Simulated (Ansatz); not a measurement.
Start from `FB(F)c1ccccc1` and change one atom or group to get `[GeH3][c]1ccccc1`.

Ansatz, PBE0-D4/def2-TZVP geometries, multiplicity 1. Each molecule was computed in one conformer, which needn't be the lowest.

Scalar relativity is left out up to krypton.

```
                                          property  `FB(F)c1ccccc1`
             LUMO energy (ωB97M-V/def2-TZVPP) / eV             0.55
           HOMO–LUMO gap (ωB97M-V/def2-TZVPP) / eV            10.32
               LUMO energy (B3LYP/def2-TZVPP) / eV            -1.64
             HOMO–LUMO gap (B3LYP/def2-TZVPP) / eV             5.82
size of the dipole moment (ωB97M-V/def2-TZVPP) / D             2.34
                HOMO energy (PBE0/def2-TZVPP) / eV            -7.69
```

Problem. Give the same properties after the change, and the shifts. (Best estimate.)

Solution. Ansatz gave: 
```
                                          property  `[GeH3][c]1ccccc1`  shift
             LUMO energy (ωB97M-V/def2-TZVPP) / eV                1.42   0.87
           HOMO–LUMO gap (ωB97M-V/def2-TZVPP) / eV               10.85   0.53
               LUMO energy (B3LYP/def2-TZVPP) / eV               -0.74   0.90
             HOMO–LUMO gap (B3LYP/def2-TZVPP) / eV                6.40   0.58
size of the dipole moment (ωB97M-V/def2-TZVPP) / D                0.76  -1.58
                HOMO energy (PBE0/def2-TZVPP) / eV               -7.36   0.33
```

With PBE0 the HOMO rises by 0.33 eV and the LUMO rises by 0.90 eV, so the gap widens by about 0.57 eV. PBE moves the HOMO by 0.31 eV and ωB97M-V by 0.35 eV. Dipoles are sizes alone; their direction can turn.

B3LYP here is the variant with VWN-RPA as its local correlation; programs differ in this.
